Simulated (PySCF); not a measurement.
## Si¹⁰⁺ (silicon, charge +10) across methods

[He] 2s2, closed-shell 1S. Calculation: PySCF 2.14, in an uncontracted even-tempered set (19 s from 1.3 bohr⁻², ratio 2.2; 9 p from 2.1 bohr⁻², ratio 2.4; 6 d from 6.4 bohr⁻², ratio 2.4; 5 f from 9.6 bohr⁻², ratio 2.4; 5 g from 14 bohr⁻², ratio 2.4); the spin-free X2C one-electron Hamiltonian (Gaussian nucleus).

```csv
method,E (hartree),mean ε 1s (eV),mean ε 2s (eV),Σ⟨r²⟩ (bohr²),⟨S²⟩
LDA,-223.3996,-2204.4,-452.92,0.5724,0.000
PBE,-224.4031,-2213.1,-454.27,0.5704,0.000
r2SCANh,-224.4544,-2231.0,-457.09,0.5712,0.000
UHF,-224.39071,-2302.9,-471.94,0.5717,0.000
r2SCAN,-224.4491,-2222.9,-455.34,0.5712,0.000
M06-2X,-224.5868,-2256.6,-463.92,0.5699,0.000
```

(1) Estimate the same row for PBE0.

## Answers

(1) E (hartree) = -224.4261; mean ε 1s (eV) = -2235.7; mean ε 2s (eV) = -459.01; Σ⟨r²⟩ (bohr²) = 0.5706; ⟨S²⟩ = 0.000.
